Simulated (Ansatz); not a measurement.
Basis-set extrapolation for CH6O2Si (`C[SiH](O)O`) (PBE0-D4/def2-TZVP geometry, frozen core, Ansatz). Multiplicity 1, RHF reference.

|  | def2-TZVPP | def2-QZVPP |
| --- | --- | --- |
| HF | -480.238671 | -480.257724 |
| MP2 correlation | -0.784985 | -0.846038 |
| CCSD(T) correlation | -0.842506 | -0.899209 |

Energies in hartree. Use E(X) = E(∞) + A·exp(−7.88·√X) for Hartree–Fock and E(X) = E(∞) + B·X^(−2.97) for correlation, with X = 3 and 4.

Q: What is the CCSD(T) energy at the basis-set limit?

A: HF limit: -480.257724 + (-0.019053) × 0.13774 = -480.26035. Correlation limit: -0.899209 + (-0.056703) × 0.74074 = -0.94121. Total: -481.20156 hartree, 75.5 kcal/mol below CCSD(T)/def2-TZVPP.
